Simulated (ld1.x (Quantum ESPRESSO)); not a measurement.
## Which change was made? (Rh, TM)

ld1.x (Quantum ESPRESSO) 7.5 input, shortened:

```
&input
   title='Rh', zed=45., rel=1, dft='PBESOL', iswitch=3,
   config='[Kr] 4d8 4f-2 5s1 5p0'
 /
 &inputp
   pseudotype=2, tm=.true., lloc=3,
   nlcc=.true., new_core_ps=.true.
 /
4
5S  1  0   1.00   0.00  2.75  2.75  0.0
5P  2  1   0.00   0.00  2.75  2.75  0.0
4D  3  2   8.00   0.00  1.30  1.30  0.0
4F  4  3  -2.00   0.40  3.00  3.00  0.0
 &test
   configts(1)='4d8 5s1 5p0'
 /
```

Cutoffs, loose and tight: the cutoffs (Ry, on a coarse ladder) from which the occupation-weighted sum of valence levels, in a spherical-Bessel basis at the reference potential, stays within 10 and 1 mRy of its value at 400 Ry. They do not see the model core or the augmentation charge, which bear on the density cutoff. Test errors are all-electron minus pseudo excitation energies from the reference, over the configurations 4d8 5s0 5p0; 4d7 5s0 5p0; 4d6 5s0 5p0; 4d5 5s0 5p0; 4d7 5s1 5p1; 4d7 5s2 5p0; 4d9 5s0 5p0; variants that change the core or the reference have their own tests. The largest error is taken over the tests solved by every variant that gives reliable tests at all, those not shown here included: 4d5 5s0 5p0; 4d6 5s0 5p0; 4d7 5s0 5p0; 4d8 5s0 5p0; 4d9 5s0 5p0.

The base gives: outcome: generated; cutoff, loose: 70 Ry; cutoff, tight: 80 Ry; bound ghosts: s; largest test error (meV): -568.

(1) After one change the result is: outcome: generated; cutoff, loose: 60 Ry; cutoff, tight: 80 Ry; bound ghosts: none; largest test error (meV): -636. Which change was it?
A. all radii but the core radius scaled by about 0.78 (s 2.14, p 2.14, d 1.02, f 2.34 bohr)
B. all radii but the core radius scaled by about 1.35 (s 3.70, p 3.70, d 1.76, f 4.04 bohr)
C. all radii but the core radius scaled by about 1.08 (s 2.98, p 2.98, d 1.40, f 3.24 bohr)

Answers

(1) C. The others give: all radii but the core radius scaled by about 0.78 (s 2.14, p 2.14, d 1.02, f 2.34 bohr) → outcome: generated; cutoff, loose: 140 Ry; cutoff, tight: 230 Ry; bound ghosts: s, p; largest test error (meV): +240 | all radii but the core radius scaled by about 1.35 (s 3.70, p 3.70, d 1.76, f 4.04 bohr) → outcome: generated; cutoff, loose: 55 Ry; cutoff, tight: 70 Ry; bound ghosts: none; largest test error (meV): -1279.
